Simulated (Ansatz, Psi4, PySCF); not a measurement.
InP, triplet, at a GFN2-xTB geometry (such geometries of metal compounds can be far from the true shape) (core potentials on In). Base run: B97M-V/def2-TZVP (PySCF).

The PySCF input:
```python
from pyscf import gto, scf, dft

mol = gto.Mole()
mol.atom = '''
    In   -0.00000000   -0.00000000   -0.61389725
    P     0.00000000    0.00000000    2.00539769
'''
mol.basis = 'def2-tzvp'
mol.ecp = {'In': 'def2-tzvp'}
mol.spin = 2
mol.verbose = 4
mol.build()

mf = dft.UKS(mol)
mf.xc = 'b97m_v'
mf.kernel()
```

The same geometry, method and basis name were run in Ansatz (a quantum-chemistry and plane-wave program) and Psi4 and PySCF, at each program's defaults and at the settings that a row names. The base is PySCF at its defaults. Differences at the defaults can come from grids, fitting, cores and function types together.

```json
[
 {"code and settings": "PySCF, defaults (exact integrals, its default grid, spherical functions)", "ΔE vs base (mEh)": "0.000", "basis functions": "87", "E (Eh)": "-531.35940", "SCF cycles": "14", "dipole (D)": "1.99"},
 {"code and settings": "Psi4, defaults (density fitting with its default set, its default grid, spherical functions)", "ΔE vs base (mEh)": "0.204", "basis functions": "87", "E (Eh)": "-531.35920", "SCF cycles": "9", "dipole (D)": "1.99"},
 {"code and settings": "Ansatz, defaults (factorised integrals, its default grid, spherical functions)", "ΔE vs base (mEh)": "-0.001", "basis functions": "87", "E (Eh)": "-531.35941", "SCF cycles": "-", "dipole (D)": "-"},
 {"code and settings": "PySCF, density fitting with def2-universal-jkfit", "ΔE vs base (mEh)": "-0.047", "basis functions": "87", "E (Eh)": "-531.35945", "SCF cycles": "14", "dipole (D)": "1.99"},
 {"code and settings": "PySCF, fine grid", "ΔE vs base (mEh)": "-0.002", "basis functions": "87", "E (Eh)": "-531.35941", "SCF cycles": "14", "dipole (D)": "1.99"},
 {"code and settings": "Psi4, exact integrals, spherical functions, fine grid", "ΔE vs base (mEh)": "-0.017", "basis functions": "87", "E (Eh)": "-531.35942", "SCF cycles": "12", "dipole (D)": "1.99"},
 {"code and settings": "Ansatz, high accuracy", "ΔE vs base (mEh)": "0.001", "basis functions": "87", "E (Eh)": "-531.35940", "SCF cycles": "-", "dipole (D)": "-"}
]
```

Open shells are given as the SCF converged; they aren't shown to be the lowest states, and a large step between rows can be another state.
